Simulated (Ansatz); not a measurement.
`O=CN[SiH2]O` + `O[Si](O)(O)S` → `O[SiH2]S[Si](O)(O)O` + `NC=O`  (ligand exchange at the Si–N bond)

Program: Ansatz. Geometries: PBE0-D4/def2-TZVP. ΔE: electronic, gas phase. CBS: MP2 limit from def2 TZ/QZ plus the TZ coupled-cluster correction, frozen cores. This one scheme is used for every species. Functionals use def2-TZVPP. Each species was taken in one conformer, which may not be the lowest.

`O=CN[SiH2]O`:

Z-matrix (Å, degrees):
```
Si
O 1 1.632
N 1 1.763 2 111.6
H 1 1.479 2 107.8 3 -115.2
H 1 1.480 2 112.4 3 121.3
H 2 0.962 1 113.4 3 -59.1
C 3 1.352 1 117.5 2 56.2
H 3 1.008 1 124.8 2 -121.2
O 7 1.215 3 122.3 1 -0.9
H 7 1.104 3 115.5 1 179.3
```

`O[Si](O)(O)S`:

Cartesian coordinates in Å:
```
O 0.093 1.589 -0.197
Si -0.032 -0.009 0.095
O -1.574 -0.411 -0.253
O 0.228 -0.468 1.642
S 1.463 -0.973 -1.065
H -0.707 2.104 -0.065
H -1.864 -1.293 -0.017
H 1.116 -0.366 1.988
H 1.277 -0.172 -2.128
```

`O[SiH2]S[Si](O)(O)O`:

```xyz
13

O     1.945   -0.172   -0.118
Si    1.179   -0.986   -1.330
S    -0.921   -0.568   -1.319
Si   -0.983    0.364    0.607
O    -2.534    0.705    0.940
O    -0.143    1.775    0.556
O    -0.340   -0.551    1.782
H     1.734    0.766   -0.025
H     1.685   -0.614   -2.674
H     1.443   -2.415   -1.054
H    -3.165   -0.016    0.964
H    -0.498    2.458   -0.017
H     0.598   -0.744    1.690
```

`NC=O`:

Z-matrix (Å, degrees):
```
N
C 1 1.351
H 1 1.003 2 121.3
H 1 1.006 2 119.3 3 -180.0
O 2 1.206 1 125.0 3 180.0
H 2 1.107 1 112.3 3 -0.0
```

| level | ΔE (kJ/mol) |
| --- | --- |
| PBE-D4 | -20.9 |
| r2SCAN | -12.2 |
| CCSD(T)/def2-TZVPP | -1.6 |
| HF/CBS(def2) | 13.7 |

Question: What does CCSD(T)/CBS give? (An estimate is asked.)

Answer: Ansatz gave: -4.3 kJ/mol. The listed levels differ from it by -16.6, -7.9, 2.7, 18.0 kJ/mol.

Largest T1 diagnostic among the species: 0.016.

In def2-TZVPP, CCSD(T) changes the Hartree–Fock value by −13.9 kJ/mol (the triples alone add −3.7 kJ/mol) and MP2 by −18.5 kJ/mol. The D4 term adds −9.3 kJ/mol with B3LYP and −5.2 kJ/mol with PBE0; it sums over pairs of atoms, weighted by their polarisabilities, and B3LYP, whose exchange is more repulsive, gets the larger term.

B3LYP here is the variant with VWN-RPA as its local correlation; programs differ in this.
